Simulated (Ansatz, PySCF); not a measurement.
C2H6Sb, SMILES [CH3][Sb+][CH3] (connectivity only; charge and spin as stated), charge +1, multiplicity 1. Atoms are numbered in the order given.

```xyz
9

Sb     0.0000     0.0000     0.3982
C      1.5845     0.0096    -1.0429
H      1.6733    -1.0357    -1.4015
H      2.5374     0.3129    -0.5887
H      1.3234     0.6403    -1.9074
C     -1.5845    -0.0096    -1.0429
H     -1.3234    -0.6403    -1.9074
H     -1.6733     1.0357    -1.4015
H     -2.5374    -0.3129    -0.5887
```
Charge +1, spin multiplicity 1.

Geometry optimised at B3LYP-D3(BJ)/def2-SVP. The spin state was assumed, not searched. The isomer is the one that the SMILES or the coordinates give; other isomers of the formula were not compared. The def2 effective core potentials stand for the cores of Sb; spin–orbit coupling is left out.

Vertical ionisation energy (IE) and electron affinity (EA) in eV. Rows of orbital energies are one-electron estimates. Where ΔSCF, EOM or ADC give a negative EA the extra electron is unbound and the value depends on the basis.

| level | IE | EA |
|---|---|---|
| −ε(HOMO), −ε(LUMO), B3LYP/def2-TZVPD (PySCF) | 12.99 | 9.82 |
| −ε(HOMO), −ε(LUMO), PBE/def2-TZVPD (PySCF) | 12.12 | 10.33 |
| ΔSCF, CAM-B3LYP/def2-SVPD (Ansatz), final states of multiplicity 2 and 2 | 15.50 | 7.58 |
| ΔSCF, PBE/def2-SVPD (Ansatz), final states of multiplicity 2 and 2 | [?] | [?] |

**Question.** Some entries are withheld; supply them. (The exact figures need the calculation; the answer reports its results.)

**Answer.** 
- ΔSCF, PBE/def2-SVPD (Ansatz, a quantum-chemistry and plane-wave program), final states of multiplicity 2 and 2, IE: 15.27
- ΔSCF, PBE/def2-SVPD (Ansatz), final states of multiplicity 2 and 2, EA: 7.40

**Question.** What vertical singlet–triplet gap does ΔSCF give with CAM-B3LYP/def2-SVPD (Ansatz) and with PBE/def2-SVPD (Ansatz)? (Estimate from the structure and the level; the computed values follow.)

**Answer.** 1.48 and 1.45 eV (triplet above singlet where positive).
